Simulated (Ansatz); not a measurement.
HBClS, SMILES `S[B-]Cl` (lower singlet; H–S–B–Cl torsion 180°) (charge -1, multiplicity 1). This singlet lies 1.06 eV below the relaxed triplet at the level frozen-core CCSD(T)/aug-cc-pVTZ // B3LYP-D3(BJ)/def2-TZVPD (Ansatz, a first-principles code).

Z-matrix (Å, degrees):
```
B
S 1 1.8928
H 2 1.3425 1 96.28
Cl 1 1.9139 2 101.85 3 179.97
```
Charge -1, spin multiplicity 1.

The restricted HF start is unstable towards unrestricted orbitals.

Problem. Give the natural occupations of the active orbitals, the CASSCF energy and the corrected energy for Ansatz with frozen-core fic-MRCISD+Q@CASSCF(2e,2o)/aug-cc-pVTZ // B3LYP-D3(BJ)/def2-TZVPD.

Solution. 
- natural occupations: 1.91, 0.09
- CASSCF energy: -882.3705 Ha
- corrected energy: -882.8786 Ha
- weight of the reference: 0.859
